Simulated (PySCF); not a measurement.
## Electronic structure of Al (aluminium, neutral) at the B2PLYP level

Configuration: [Ne] 3s1 3p1 4s1, high-spin 4P determinant (an excited configuration). Calculation: PySCF 2.14, in aug-cc-pV(T+d)Z (6s5p4d2f, 55 functions); the non-relativistic Hamiltonian (point nucleus).

| Item | Value |
| --- | --- |
| Total energy, PT2 part included | -241.9717 hartree |
| One-electron energy | -334.1681 hartree |
| Hartree (Coulomb) energy | 110.5412 hartree |
| Exchange-correlation energy | -18.3425 hartree |
| Kinetic energy | 241.48262 hartree |
| PT2 correlation before scaling by 0.27 | -0.00858 hartree |
| ⟨S²⟩ | 3.7500 |
| ⟨L²⟩ | 2.060 |
| Sum of ⟨r⟩ | 17.17 bohr |
| Sum of ⟨r²⟩ | 71.30 bohr² |
| Traceless quadrupole moment −½Σ⟨3z² − r²⟩ along its main axis | -0.531 e·bohr² |
| Density at the nucleus (Gaussians lack the cusp) | 1380 bohr⁻³ |
| Spin density at the nucleus | 3.56 bohr⁻³ |
| Langevin diamagnetic susceptibility | -56.5 ×10⁻⁶ cm³/mol |

```json
{"shell": "1s α", "electrons": "1", "mean orbital energy (eV)": "-1559.1", "spread (eV)": "0", "rms radius, mean of both spins (bohr)": "0.140"}
{"shell": "1s β", "electrons": "1", "mean orbital energy (eV)": "-1558.8", "spread (eV)": "0", "rms radius, mean of both spins (bohr)": "0.140"}
{"shell": "2s α", "electrons": "1", "mean orbital energy (eV)": "-127.07", "spread (eV)": "0", "rms radius, mean of both spins (bohr)": "0.682"}
{"shell": "2s β", "electrons": "1", "mean orbital energy (eV)": "-126.47", "spread (eV)": "0", "rms radius, mean of both spins (bohr)": "0.682"}
{"shell": "2p α", "electrons": "3", "mean orbital energy (eV)": "-84.905", "spread (eV)": "0.056", "rms radius, mean of both spins (bohr)": "0.676"}
{"shell": "2p β", "electrons": "3", "mean orbital energy (eV)": "-84.474", "spread (eV)": "0.386", "rms radius, mean of both spins (bohr)": "0.676"}
{"shell": "3s α", "electrons": "1", "mean orbital energy (eV)": "-14.350", "spread (eV)": "0", "rms radius, mean of both spins (bohr)": "2.52"}
{"shell": "3p α", "electrons": "1", "mean orbital energy (eV)": "-8.140", "spread (eV)": "0", "rms radius, mean of both spins (bohr)": "3.13"}
{"shell": "4s α", "electrons": "1", "mean orbital energy (eV)": "-2.203", "spread (eV)": "0", "rms radius, mean of both spins (bohr)": "7.17"}
```

The outer electron is Rydberg-like, and this basis confines it to a smaller radius and binds it less than a complete one would.

The orbital energies are those of the SCF part of the double hybrid.
